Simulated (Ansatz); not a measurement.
`[CH3][Hf]([Cl])([Cl])[Cl]` and `[OH][Hf]([Cl])([Cl])[Cl]` differ in one atom or group.

Ansatz, PBE0-D4/def2-TZVP geometries, multiplicity 1. Each molecule was computed in one conformer, which needn't be the lowest.

Elements past krypton have def2 core potentials.

| property | `[CH3][Hf]([Cl])([Cl])[Cl]` |
| --- | --- |
| HOMO energy (B3LYP/def2-TZVPP) / eV | -8.35 |
| HOMO energy (ωB97M-V/def2-TZVPP) / eV | -10.89 |
| LUMO energy (B3LYP/def2-TZVPP) / eV | -1.92 |
| size of the dipole moment (PBE/def2-TZVPP) / D | 1.12 |
| LUMO energy (PBE/def2-TZVPP) / eV | -2.58 |
| zero-point energy (PBE0-D4/def2-TZVP) / kJ/mol | 99.1 |

Question: Give the same properties after the change, and the shifts. (An estimate is asked.)

Answer: Computed: 
```csv
property,`[OH][Hf]([Cl])([Cl])[Cl]`,shift
HOMO energy (B3LYP/def2-TZVPP) / eV,-9.01,-0.66
HOMO energy (ωB97M-V/def2-TZVPP) / eV,-11.51,-0.62
LUMO energy (B3LYP/def2-TZVPP) / eV,-1.60,0.32
size of the dipole moment (PBE/def2-TZVPP) / D,2.80,1.68
LUMO energy (PBE/def2-TZVPP) / eV,-2.22,0.36
zero-point energy (PBE0-D4/def2-TZVP) / kJ/mol,41.7,-57.4
```

With PBE0 the HOMO falls by 0.70 eV and the LUMO rises by 0.32 eV, so the gap widens by about 1.02 eV. PBE moves the HOMO by -0.67 eV and ωB97M-V by -0.62 eV. The zero-point energy changes by -57.4 kJ/mol with -6 modes. Dipoles are sizes alone; their direction can turn.

B3LYP here is the variant with VWN-RPA as its local correlation; programs differ in this.
